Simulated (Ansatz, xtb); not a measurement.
# H4Si2Zn: which of two structures lies lower

Structure a is a singlet given by its coordinates and structure b is a singlet given by its coordinates. Both are isolated molecules in the gas phase, relaxed with B3LYP/6-31G*.

a (Å):

```xyz
7

Si   -2.0791    0.6758    0.0331
Si   -1.2776   -1.2004    0.7697
Zn   -0.6672   -2.8474   -0.7104
H    -2.3107    1.8882    0.8612
H    -2.8480    0.7299   -1.2375
H    -0.5475   -1.0147    2.0589
H    -0.2954   -3.9729   -1.7048
```

Close contacts (Å): Si1–Si2 2.17, Si2–Zn3 2.30, Si1–H4 1.49, Si1–H5 1.49, Si2–H6 1.49, Zn3–H7 1.55.

b (Å):

```csv
atom,x (Å),y (Å),z (Å)
Si,-1.4450,0.2491,-0.5992
Si,-1.3342,-1.9050,0.5893
Zn,0.1844,-1.3503,-1.0983
H,-2.7402,0.8880,-1.0016
H,-0.7347,1.2488,0.2643
H,-1.5797,-2.0326,2.0628
H,-2.3229,-2.8120,-0.0807
```

Close contacts (Å): Si1–Si2 2.46, Si1–Zn3 2.34, Si2–Zn3 2.34, Si1–H4 1.50, Si1–H5 1.50, Si2–H6 1.50, Si2–H7 1.50.

Quicker runs give these differences E(b) − E(a): GFN2-xTB +1.8 kcal/mol; HF/STO-3G +6.1 kcal/mol (at GFN2-xTB geometries); r2SCAN-D4/def2-SVP +10.0 kcal/mol (at GFN2-xTB geometries).

Estimate E(b) − E(a) at the level CCSD(T)/def2-TZVP.

Calculated at CCSD(T)/def2-TZVP: E(b) − E(a) = +8.6 kcal/mol, so structure a lies lower.

How the difference moves with the method:

| level | geometry | E(b) − E(a) (kcal/mol) | departure from the last row (kcal/mol) | job, with rough time for the two |
| --- | --- | --- | --- | --- |
| GFN2-xTB | GFN2-xTB | +1.8 | −6.8 | optimisation, 0.11 s |
| HF/STO-3G | GFN2-xTB | +6.1 | −2.5 | single point, 1.4 s |
| r2SCAN-D4/def2-SVP | GFN2-xTB | +10.0 | +1.5 | single point, 2.1 s |
| B3LYP/6-31G* | B3LYP/6-31G* | +6.3 | −2.3 | optimisation, 38 s |
| HF/def2-TZVP | B3LYP/6-31G* | +11.3 | +2.7 | part of the CCSD(T) run |
| MP2/def2-TZVP | B3LYP/6-31G* | +9.5 | +0.9 | part of the CCSD(T) run |
| CCSD(T)/def2-TZVP | B3LYP/6-31G* | +8.6 |  | single point, 45 s |

The levels shown agree on the order. The largest departure from CCSD(T)/def2-TZVP is that of GFN2-xTB, 6.8 kcal/mol.

With harmonic frequencies from B3LYP/6-31G* (ideal gas, rigid rotor, one conformer each, 298.15 K, 1 atm): the zero-point term adds +1.0 kcal/mol; ΔH is +9.2 and ΔG +10.8 kcal/mol.

The correlated steps freeze 15 core orbitals; the last core shell of Zn is correlated, in a basis made for valence electrons. Codes used: Ansatz 0.2.0, xtb 6.7.1; the last row on 1 thread of AMD EPYC 9R45 96-Core Processor (Zen 5) on a shared host.
